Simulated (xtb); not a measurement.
Input for xtb: GFN1-xTB on C2H3F (a complex), monomers drawn apart or pushed together.

```
$ xtb mol.xyz --gfn 1 --sp --chrg 0 --uhf 0
6

F     -0.03245971    -0.01161536     0.34874149
H     -0.01822541    -0.00444956     1.28328892
C      0.28094885    -0.52320643     5.15671564
C     -0.20426835     0.57237125     5.15573176
H      0.71189588    -1.49585425     5.16562612
H     -0.63502171     1.54512038     5.16290588
```

**Question.** What total energy does the run end on?

**Answer.** -10.8761 hartree.
